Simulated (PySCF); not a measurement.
## Electron correlation in I⁺ (iodine, charge +1)

[Kr] 4d10 5s2 5p4, high-spin 3P determinant. Computed with PySCF 2.14 in aug-cc-pVDZ-PP with ECP28MDF, with a scalar-relativistic core potential. Frozen: 4s2 4p6 4d10; 6 electrons correlated.

MP2 pair energies summed by pair of shells (mhartree):

```tsv
pair	energy	share (%)
5p-5p	-30.37	49.1
5s-5p	-26.80	43.4
5s-5s	-4.64	7.5
```

Total MP2 correlation energy: -61.81 mhartree.

Same-spin part -15.37 and opposite-spin part -46.43 mhartree; SCS-MP2 scales them by 1/3 and 6/5 to -60.84 mhartree.

```
  level  correlation energy (mhartree)
   CCSD                         -75.55
    (T)                          -0.96
CCSD(T)                         -76.51
```

Diagnostics: T1 = 0.0072, D1 = 0.0219, largest double amplitude 0.040.

Cost of the coupled-cluster step: 0.12 s of wall time on 1 thread of Intel(R) Xeon(R) 6975P-C (shared host), for 6 correlated electrons.
